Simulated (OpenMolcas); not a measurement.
A calculation on Ru+.

```json
{
 "Program": "OpenMolcas",
 "Method": "SS-CASPT2, IPEA 0.25 Eh, imaginary shift 0.1 Eh (closed shells correlated: 4s 4p)",
 "Basis": "ANO-RCC-VQZP [8s7p5d3f2g1h]",
 "Scalar Hamiltonian": "DKH2, point nucleus",
 "Active space": "7 electrons in 5 orbitals (4d)",
 "State averaging": "2S+1 = 4 even, 10 roots; 2S+1 = 2 even, 40 roots",
 "Spin-orbit coupling": "RASSI with atomic mean-field integrals over the reference wave functions, term energies averaged over their components"
}
```

Q: Which level of the active space comes out lowest?

A: 4d⁷ ⁴F_9/2, with 98 % of that term; it is also the measured ground level.

Q: How high does 4d⁷ ²D_5/2(1) lie?

A: 15440 cm⁻¹ above the lowest level.

Q: How high does 4d⁷ ²G_9/2 lie?

A: 10990 cm⁻¹ above the lowest level.

Q: How high does 4d⁷ ⁴P_5/2 lie?

A: 9640 cm⁻¹ above the lowest level; measured 8257 cm⁻¹ above the ground level, so the calculation is off by +17 %.

Q: The level at 14190 cm⁻¹ has J = 3/2. What is it made of, and what is its g factor?

A: 56 % 4d⁷ ²P_3/2, 31 % 4d⁷ ²D(1), 12 % 4d⁷ ⁴P; g = 1.207, against 1.334 from Landé's formula for the pure leading term.

Measured values: NIST Handbook of Basic Atomic Spectroscopic Data.

CASPT2 breaks the degeneracy within a term, and the mean is taken; among the terms shown or strongly mixed into the levels shown the widest spread is 410 cm-1 (4d⁷ ⁴F). Configurations with an s electron lie low at this charge and mix in, so terms can be misplaced. Some terms miss by over 15 % even with CASPT2, which points to a basis or an active space too small for the shells correlated. Computed and measured levels are paired by configuration, term and J; levels that our copy of the source lacks, or whose pairing is in doubt (as where it misses far off the trend of its configuration), stay unpaired and out of the deviations. Only configurations of the active space appear.

A number in round brackets counts repeated terms of one configuration in the order of the reference energies.
